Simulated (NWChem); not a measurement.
# Ionisation of C2H4N

SMILES: [CH]=NC
```xyz
7

C     -1.2992     0.2369     0.0000
N     -0.1052     0.4817     0.0000
C      1.0466    -0.3813     0.0000
H     -1.8602    -0.7242     0.0000
H      1.6644    -0.1633    -0.8843
H      1.6644    -0.1633     0.8843
H      0.7834    -1.4552     0.0000
```
Charge 0, spin multiplicity 2.

The numbers come from NWChem runs, not from measurements. All single points use one geometry, from UPBE0/def2-SVP, a minimum by its harmonic frequencies.

Basis set: def2-TZVP. The species with one electron less has spin multiplicity 1 and keeps the geometry of the parent. Δ marks differences of total energies (open shells unrestricted). −ε marks an orbital energy of the parent. That orbital need not have the symmetry of the hole or added electron in the Δ rows. That singlet is a closed-shell solution.

B3LYP has NWChem's definition, with VWN1-RPA local correlation. The structure started from a generated list of species. The unpaired electrons of the parent sit in orbitals of symmetry a' (Cs labels of the run); other states weren't searched. The stability of the SCF solutions was not checked.

Q: One of these methods gave a first vertical ionisation energy of 4.28 eV. Which?
A. ΔLDA (SVWN5)
B. −ε(alpha HOMO) of B3LYP
C. ΔB3LYP
D. −ε(alpha HOMO) of LDA (SVWN5)

A: D, −ε(alpha HOMO) of LDA (SVWN5). The others give 5.48 (−ε(alpha HOMO) of B3LYP), 8.13 (ΔLDA (SVWN5)), 8.35 (ΔB3LYP).
